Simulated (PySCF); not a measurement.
Al(Me)(OH)(PH2) (CH6AlOP), SMILES [CH3][Al]([OH])[PH2].

The structure is a stationary point at B3LYP-D3(BJ)/def2-SVP. The structure was generated by enumeration; whether it is a known compound was not checked. Other conformers were not sampled.

All values below come from PySCF with TDA-CAM-B3LYP/def2-SVPD.

Vertical excitations. 

| state | energy (eV) | λ (nm) | f | main pairs |
|---|---|---|---|---|
| S1 | 5.61 | 221 | 0.001 | HOMO→LUMO+1 68 %, HOMO→LUMO 25 % |
| S2 | 5.74 | 216 | 0.125 | HOMO→LUMO 58 %, HOMO→LUMO+1 19 %, HOMO→LUMO+2 11 % |
| S3 | 6.04 | 205 | 0.058 | HOMO→LUMO+2 66 %, HOMO→LUMO+3 15 % |
| S4 | 6.93 | 179 | 0.035 | HOMO→LUMO+4 39 %, HOMO−1→LUMO+1 28 %, HOMO→LUMO+3 21 % |
| S5 | 7.09 | 175 | 0.078 | HOMO−1→LUMO 59 %, HOMO−1→LUMO+1 22 % |
| S6 | 7.23 | 171 | 0.028 | HOMO→LUMO+4 40 %, HOMO−1→LUMO 13 %, HOMO→LUMO+3 12 %, HOMO−1→LUMO+1 8 % |
| S7 | 7.28 | 170 | 0.085 | HOMO→LUMO+3 38 %, HOMO−1→LUMO+1 25 %, HOMO→LUMO+2 8 %, HOMO−2→LUMO 7 % |
| S8 | 7.65 | 162 | 0.028 | HOMO−2→LUMO+1 41 %, HOMO−3→LUMO 31 % |
| S9 | 7.70 | 161 | 0.092 | HOMO−2→LUMO+1 37 %, HOMO−2→LUMO 30 %, HOMO→LUMO+5 8 %, HOMO−3→LUMO 7 % |
| S10 | 7.84 | 158 | 0.077 | HOMO−3→LUMO 32 %, HOMO−2→LUMO 19 %, HOMO−1→LUMO+2 12 %, HOMO−3→LUMO+1 7 % |
| T1 | 4.92 | 252 | 0 | HOMO→LUMO+1 88 % |
| T2 | 5.32 | 233 | 0 | HOMO→LUMO 75 % |
| T3 | 5.45 | 228 | 0 | HOMO→LUMO+2 57 %, HOMO→LUMO+3 15 % |
| T4 | 6.11 | 203 | 0 | HOMO→LUMO+4 42 %, HOMO→LUMO+3 22 %, HOMO−1→LUMO+1 10 % |
Triplets are in the Tamm–Dancoff approximation.
